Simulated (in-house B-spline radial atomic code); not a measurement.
**Ionising Tc III (Tc2+) with different functionals**

Computed with a B-spline radial code for spherical atoms: four-component Dirac-Coulomb Hamiltonian, Fermi nucleus of rms radius 4.41117 fm, spin-restricted, spherical fractional occupations for the functionals, and exact exchange of hybrids averaged over the configuration. The ionisation energy is the difference of two self-consistent energies, [Kr] 4d5 → [Kr] 4d4, without Breit or QED terms; ε is the level of the shell that loses the electron (mean over j). The electron is taken from both j subshells in proportion to 2j + 1, so the result is a j average, not the step between ground levels.

| method | rung | ΔSCF (eV) | -ε(4d) (eV) |
| --- | --- | --- | --- |
| PBE0 | global hybrid | ? | ? |
| wB97X | range-separated hybrid | 28.44 | 26.70 |
| HSE06 | range-separated hybrid | 28.56 | 23.77 |
| LC-wPBE | range-separated hybrid | ? | ? |

Question: What does PBE0 give?

Answer: ΔSCF 28.57 eV, and -ε(4d) = 24.18 eV.

Question: What does LC-wPBE give?

Answer: ΔSCF 28.52 eV, and -ε(4d) = 27.03 eV.

Question: Among the functionals, which spreads more, the ΔSCF values or the orbital energies?

Answer: The orbital energies: ΔSCF values span about 0.12 eV and the orbital energies 3.26 eV; here energy differences depend much less on the functional than eigenvalues do.

Question: How do they compare with the NIST value?

Answer: NIST lists 29.550 eV (semi-empirical, ground level to ground level). Errors run from -1.11 to -0.98 eV. The correlated functionals all miss on the same side by more than they spread, so the cause is common to them (Breit-QED terms, spin polarisation, the choice among j levels, multiplet and fine-structure energies, or a listed next ion that isn't the cheapest removal here) and closeness doesn't rank the functionals.
